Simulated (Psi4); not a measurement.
C4H3S, doublet, geometry from GFN2-xTB, with bond 6-3 at 1.3 times its length. Base run: R2SCAN/pcseg-1 (Psi4 1.11).

Geometry (Å):
```xyz
8

S     -0.0013     0.0697     1.2088
C     -0.0132     1.2391    -0.0254
C      0.0125    -1.1728     0.0040
C     -0.0075     0.7630    -1.2787
C      0.0076    -0.6639    -1.2540
H      0.0265    -2.5075     0.4035
H     -0.0134     1.3504    -2.1767
H      0.0143    -1.2593    -2.1499
```
Charge 0, spin multiplicity 2.
Orbitals are unrestricted.
All else is at Psi4's defaults (density fitting).
Base energy -552.10646 Eh.

The base run was repeated with changes; each row names its change, and settings that it needs were set with it.

```json
[
 {"change": "base", "ΔE vs base (mEh)": "0.000", "SCF cycles": "13", "grid points": "170641", "basis functions": "89", "outcome": "converged"},
 {"change": "df_basis_scf = cc-pvqz-jkfit", "ΔE vs base (mEh)": "0.040", "SCF cycles": "13", "grid points": "170641", "basis functions": "89", "outcome": "converged"},
 {"change": "dft_spherical_points = 974", "ΔE vs base (mEh)": "0.001", "SCF cycles": "13", "grid points": "549380", "basis functions": "89", "outcome": "converged"},
 {"change": "guess = core", "ΔE vs base (mEh)": "0.000", "SCF cycles": "16", "grid points": "170641", "basis functions": "89", "outcome": "converged"},
 {"change": "guess = gwh", "ΔE vs base (mEh)": "0.000", "SCF cycles": "16", "grid points": "170641", "basis functions": "89", "outcome": "converged"},
 {"change": "scf_type = pk", "ΔE vs base (mEh)": "0.089", "SCF cycles": "13", "grid points": "170641", "basis functions": "89", "outcome": "converged"},
 {"change": "guess = sadno", "ΔE vs base (mEh)": "0.000", "SCF cycles": "13", "grid points": "170641", "basis functions": "89", "outcome": "converged"},
 {"change": "scf_initial_accelerator = none", "ΔE vs base (mEh)": "0.000", "SCF cycles": "13", "grid points": "170641", "basis functions": "89", "outcome": "converged"},
 {"change": "dft_nuclear_scheme = stratmann", "ΔE vs base (mEh)": "-0.002", "SCF cycles": "13", "grid points": "157724", "basis functions": "89", "outcome": "converged"},
 {"change": "guess = sap", "ΔE vs base (mEh)": "0.000", "SCF cycles": "14", "grid points": "170641", "basis functions": "89", "outcome": "converged"},
 {"change": "soscf = true", "ΔE vs base (mEh)": "-", "SCF cycles": "-", "grid points": "-", "basis functions": "89", "outcome": "stopped with an error"},
 {"change": "damping_percentage = 50", "ΔE vs base (mEh)": "-0.001", "SCF cycles": "59", "grid points": "170641", "basis functions": "89", "outcome": "converged"},
 {"change": "dft_radial_points = 35", "ΔE vs base (mEh)": "-2.143", "SCF cycles": "13", "grid points": "81375", "basis functions": "89", "outcome": "converged"}
]
```

Open shells are given as the SCF converged; they aren't shown to be the lowest states, and a large step between rows can be another state.

- soscf = true: ended with `Fatal Error: Vx: UKS does not support rotated V builds for MGGA's`
